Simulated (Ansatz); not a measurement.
Isolated molecules relaxed with PBE0-D4/def2-TZVP in Ansatz; ΔE leaves out vibrations. CBS: MP2 limit from def2 TZ/QZ plus the TZ coupled-cluster correction, frozen cores. DFT in def2-TZVPP. Open shells (•) are unrestricted, without spin–orbit coupling. Each species was taken in one conformer, which may not be the lowest.

Consider the homolysis of the C–S bond: `OB(O)SC(F)(F)F` → `F[C](F)F`• + `OB(O)[S]`•.

| level | ΔE (kJ/mol) | difference from CCSD(T)/CBS |
| --- | --- | --- |
| ωB97X-V | 332.5 | -4.1 |
| B2PLYP | 308.8 | -27.8 |
| r2SCAN | 310.3 | -26.3 |
| PBE0 | 312.2 | -24.4 |
| SCS-MP2/def2-TZVPP | 329.5 | -7.1 |
| CCSD/def2-TZVPP | 307.3 | -29.3 |
| HF/def2-QZVPP | 186.8 | -149.8 |
| MP2/def2-QZVPP | 346.3 | 9.7 |
| HF/CBS(def2) | 186.7 | -149.9 |
| CCSD/CBS(def2) | 322.3 | -14.3 |
| CCSD(T)/CBS | 336.6 | 0 |

Largest T1 diagnostic among the species: 0.014.

From PBE to PBE0 (25 % exact exchange), in def2-TZVPP and without D4, ΔE moves by −4.4 kJ/mol: exact exchange takes away binding that semilocal exchange gives to molecules. In def2-TZVPP, CCSD(T) changes the Hartree–Fock value by +133.5 kJ/mol (the triples alone add +14.2 kJ/mol) and MP2 by +150.1 kJ/mol; breaking electron pairs costs correlation energy, which Hartree–Fock lacks. The D4 term adds +16.5 kJ/mol with B3LYP and +8.9 kJ/mol with PBE0; it sums over pairs of atoms, weighted by their polarisabilities, and B3LYP, whose exchange is more repulsive, gets the larger term.

B3LYP here is the variant with VWN-RPA as its local correlation; programs differ in this.
